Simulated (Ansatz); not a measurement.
Program: Ansatz. Geometries: PBE0-D4/def2-TZVP. ΔE: electronic, gas phase. CBS: MP2 limit from def2 TZ/QZ plus the TZ coupled-cluster correction, frozen cores. This one scheme is used for every species. Functionals use def2-TZVPP.

Consider the substitution at a C–Cl bond: `ClC1=CCB1` + H–F → `FC1=CCB1` + HCl.

```
             level  ΔE (kcal/mol)
       LDA (SPW92)            4.3
          PBE-QIDH            6.6
RPA@PBE/def2-TZVPP            4.6
      MP2/def2-SVP            3.9
```

What does CCSD(T)/CBS give? (An estimate is asked.)

Ansatz gave: +7.2 kcal/mol. The listed levels differ from it by -2.9, -0.6, -2.6, -3.3 kcal/mol.

What do rigid-rotor, harmonic-oscillator terms from PBE0-D4/def2-TZVP frequencies (298.15 K, 1 bar) make of the CCSD(T)/CBS value? (Estimate.)

The calculation gave: ΔZPE = -0.7 kcal/mol, ΔH = +6.3 kcal/mol, ΔS = 2 J/(mol·K), ΔG = +6.2 kcal/mol.

Largest T1 diagnostic among the species: 0.012.

In def2-TZVPP, CCSD(T) changes the Hartree–Fock value by +4.3 kcal/mol (the triples alone add +0.7 kcal/mol) and MP2 by +7.6 kcal/mol. Leaving LDA and LC-ωPBE aside and taking each functional with its dispersion term where it has one, the values, not all of them listed here, spread over 3.2 kcal/mol, from CAM-B3LYP-D4 to PBE-QIDH. At CCSD(T), def2-SVP lies −5.9 kcal/mol from the extrapolated value and def2-TZVPP −1.4 kcal/mol.
